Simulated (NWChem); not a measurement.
System: BaBrF; SMILES [F][Ba][Br]

Input file for NWChem:

```
start job
memory heap 200 mb stack 900 mb global 1100 mb
geometry units angstroms noautoz
  Ba    -0.121042    -0.770332     0.000000
  F      1.772896    -1.936527     0.000000
  Br    -0.242210     2.184860     0.000000
end
basis spherical
  * library def2-svpd
end
ecp
  Ba library def2-ecp
end
dft
  xc b3lyp
  iterations 150
end
tddft
  nroots 8
  notriplet
end
task tddft energy
```

Excerpt of the output:

```
             Northwest Computational Chemistry Package (NWChem) 7.3.0
             --------------------------------------------------------

 CS  symmetry detected

                             Geometry "geometry" -> ""
                             -------------------------

 Output coordinates in angstroms (scale by  1.889725989 to convert to a.u.)

  No.       Tag          Charge          X              Y              Z
 ---- ---------------- ---------- -------------- -------------- --------------
    1 Ba                  56.0000    -0.30403840    -0.88750532     0.00000000
    2 F                    9.0000     1.33085862    -2.39552510     0.00000000
    3 Br                  35.0000     0.14424065     2.03600068     0.00000000

 Effective nuclear repulsion energy (a.u.)     506.9226593944

      Symmetry information
      --------------------

 Group name             Cs
 Group number              2
 Group order               2
 No. of unique centers     3

                                 NWChem DFT Module
                                 -----------------

 Summary of "ao basis" -> "ao basis" (spherical)
 ------------------------------------------------------------------------------
       Tag                 Description            Shells   Functions and Types
 ---------------- ------------------------------  ------  ---------------------
 Ba                        def2-svpd                10       26   4s4p2d
 F                         def2-svpd                 9       23   4s3p2d
 Br                        def2-svpd                15       41   6s5p4d

      Symmetry analysis of basis
      --------------------------

        a'         62
        a"         28

            General Information
            -------------------
          SCF calculation type: DFT
          Wavefunction type:  closed shell.
          No. of atoms     :     3
          No. of electrons :    54
           Alpha electrons :    27
            Beta electrons :    27
          Charge           :     0
          Spin multiplicity:     1
          Use of symmetry is: off; symmetry adaption is: on
          Maximum number of iterations: 150
          AO basis - number of functions:    90
                     number of shells:    34
          Convergence on energy requested:  1.00D-06
          Convergence on density requested:  1.00D-05
          Convergence on gradient requested:  5.00D-04

              XC Information
              --------------
                         B3LYP Method XC Potential
                     Hartree-Fock (Exact) Exchange  0.200
                        Slater Exchange Functional  0.800 local
                    Becke 1988 Exchange Functional  0.720 non-local
              Lee-Yang-Parr Correlation Functional  0.810
                  VWN I RPA Correlation Functional  0.190 local

             Grid Information
             ----------------
          Grid used for XC integration:  medium
          Radial quadrature: Mura-Knowles
          Angular quadrature: Lebedev.
          Tag              B.-S. Rad. Rad. Pts. Rad. Cut. Ang. Pts.
          ---              ---------- --------- --------- ---------
          Ba                  2.15      123          14.0       590
          F                   0.50       49          14.0       434
          Br                  1.15      112          15.0       590
          Grid pruning is: on
          Number of quadrature shells:   284
          Spatial weights used:  Erf1

      Superposition of Atomic Density Guess
      -------------------------------------

 Sum of atomic energies:       -2698.86969514

      Non-variational initial energy
      ------------------------------

 Total energy =   -2696.343646
 1-e energy   =   -4000.514105
 2-e energy   =    1183.802169
 HOMO         =      -0.423156
 LUMO         =      -0.118352

      Symmetry analysis of molecular orbitals - initial
      -------------------------------------------------

  Numbering of irreducible representations:

     1 a'          2 a"

  Orbital symmetries:

[...]

                                NWChem TDDFT Module
                                -------------------

            General Information
            -------------------
           No. of orbitals :     180
            Alpha orbitals :      90
             Beta orbitals :      90
        Alpha frozen cores :       0
         Beta frozen cores :       0
     Alpha frozen virtuals :       0
      Beta frozen virtuals :       0
         Spin multiplicity :       1
    Number of AO functions :      90
        Use of symmetry is : off
      Symmetry adaption is : on
         Schwarz screening :  0.10D-07

              XC Information
              --------------
                  B3LYP Method XC Potential
              Hartree-Fock (Exact) Exchange   0.20
                 Slater Exchange Functional   0.80 local
             Becke 1988 Exchange Functional   0.72 non-local
       Lee-Yang-Parr Correlation Functional   0.81
           VWN I RPA Correlation Functional   0.19 local

             TDDFT Information
             -----------------
          Calculation type : TDDFT
         Wavefunction type : Restricted singlets
          No. of electrons :      54
           Alpha electrons :      27
            Beta electrons :      27
              No. of roots :       8
          Max subspacesize :    5600
            Max iterations :     100
               Target root :       1
           Target symmetry : none
      Symmetry restriction : off
                 Algorithm : Optimal
        Davidson threshold :  0.10D-03

    8 smallest eigenvalue differences (eV)
--------------------------------------------------------
  No. Spin  Occ  Vir  Irrep   E(Occ)    E(Vir)   E(Diff)
--------------------------------------------------------
    1    1   27   28 a'       -0.245    -0.076     4.580
    2    1   26   28 a"       -0.247    -0.076     4.643
    3    1   25   28 a'       -0.258    -0.076     4.940
    4    1   27   29 a"       -0.245    -0.039     5.596
    5    1   27   30 a'       -0.245    -0.039     5.598
    6    1   26   29 a'       -0.247    -0.039     5.659
    7    1   26   30 a"       -0.247    -0.039     5.660
    8    1   25   29 a"       -0.258    -0.039     5.956
--------------------------------------------------------

  Entering Davidson iterations
  Restricted singlet excited states

  Iter   NTrls   NConv    DeltaV     DeltaE      Time
  ----  ------  ------  ---------  ---------  ---------
    1      8       0     0.78E-01   0.10+100       25.7
    2     24       0     0.14E-01   0.38E-02       31.3
    3     40       0     0.61E-02   0.26E-03       31.5
    4     56       0     0.32E-02   0.72E-04       32.6
    5     72       1     0.86E-03   0.91E-05       32.4
    6     84       7     0.25E-03   0.37E-06       30.3
    7     86       8     0.81E-04   0.32E-07       22.5
  ----  ------  ------  ---------  ---------  ---------
  Convergence criterion met

  Ground state a'      -2699.293592147395 a.u.

  ----------------------------------------------------------------------------
  Root   1 singlet a'             0.140681950 a.u.                3.8282 eV
  ----------------------------------------------------------------------------
     Transition Moments    X -0.27462   Y  0.10597   Z -0.00000
     Dipole Oscillator Strength                    0.0081262660
     Electric Quadrupole                           0.0000000144
     Magnetic Dipole                               0.0000001119
     Total Oscillator Strength                     0.0081263923

     Occ.   27  a'  ---  Virt.   28  a'   0.99582 X
     Occ.   27  a'  ---  Virt.   30  a'   0.06417 X
  ----------------------------------------------------------------------------
  Root   2 singlet a"             0.142798409 a.u.                3.8857 eV
  ----------------------------------------------------------------------------
     Transition Moments    X  0.00000   Y  0.00000   Z  0.36065
     Dipole Oscillator Strength                    0.0123824649
     Electric Quadrupole                           0.0000000173
     Magnetic Dipole                               0.0000002778
     Total Oscillator Strength                     0.0123827600

     Occ.   26  a"  ---  Virt.   28  a'  -0.99622 X
     Occ.   26  a"  ---  Virt.   30  a'  -0.06492 X
  ----------------------------------------------------------------------------
  Root   3 singlet a'             0.153460139 a.u.                4.1759 eV
  ----------------------------------------------------------------------------
     Transition Moments    X  0.10079   Y  0.40310   Z -0.00000
     Dipole Oscillator Strength                    0.0176630430
     Electric Quadrupole                           0.0000000210
     Magnetic Dipole                               0.0000000325
     Total Oscillator Strength                     0.0176630965

     Occ.   25  a'  ---  Virt.   28  a'  -0.99189 X
     Occ.   25  a'  ---  Virt.   30  a'  -0.08433 X
  ----------------------------------------------------------------------------
  Root   4 singlet a"             0.175746316 a.u.                4.7823 eV
  ----------------------------------------------------------------------------
     Transition Moments    X -0.00000   Y -0.00000   Z  0.08590
     Dipole Oscillator Strength                    0.0008646018
     Electric Quadrupole                           0.0000000021
     Magnetic Dipole                               0.0000000479
     Total Oscillator Strength                     0.0008646518

[...]
```

Level: B3LYP/def2-SVPD with def2 effective core potentials on Ba, full TDDFT. Geometry: optimised at PBE0/def2-SVP. def2 effective core potentials on Ba; no spin-orbit coupling.
